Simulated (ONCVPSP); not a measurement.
## Zn: ONCV pseudisation with PBE, scalar-relativistic reference atom.

| Property | Result |
| --- | --- |
| Element | zinc (Zn) |
| Generator | ONCVPSP 4.0.1 |
| Type | optimised norm-conserving Vanderbilt (ONCV) |
| Functional | PBE |
| Relativity | scalar-relativistic |
| Frozen core | [Ne] |
| Valence charge | 20 |
| Reference configuration | 3s2 3p6 3d10 4s1 4p1 |
| Partial waves | 3s+4s: rc 0.95 bohr, ncon 3, nbas 8, qcut 16.5 1/bohr, 2 projectors; 3p+4p: rc 1.05 bohr, ncon 4, nbas 8, qcut 11.7 1/bohr, 2 projectors; 3d: rc 1.05 bohr, ncon 4, nbas 8, qcut 15.9 1/bohr, 3 projectors, debl 0.7 Ha |
| Local potential | polynomial inside 0.75 bohr (lpopt 5, dvloc0 0 Ha) |
| Core correction | Teter function, fcfact 3.75, rcfact 1.45 |

All-electron outer shells of the reference configuration (PBE, scalar-relativistic, ld1.x):

```csv
shell,level (eV),outermost node (bohr),outermost maximum (bohr)
2s,-1160.46,0.07,0.19
2p,-1006.17,–,0.15
3s,-131.48,0.28,0.59
3p,-85.65,0.25,0.59
3d,-12.34,–,0.57
4s,-7.40,0.85,2.04
4p,-2.10,0.92,2.89
```

Calculated quality:

- Cutoffs needed: 95 Ha and 107 Ha (the cutoffs (Ha) at which the residual kinetic energy of the hardest occupied pseudo-wave falls to 1 and 0.1 mHa per electron)
- Ghost test: no bound ghost flagged; no localised positive-energy state flagged
- Largest excitation error: +9.4 meV (all-electron minus pseudo) for 3s2 3p6 3d9 4s2 4p0, out of 4 test configurations
- rms error of d²Exc/dni dnj: 1.36 mHa without and 1.10 mHa with the model core

Generation and tests took about 7.6 s on one core of a shared server CPU.
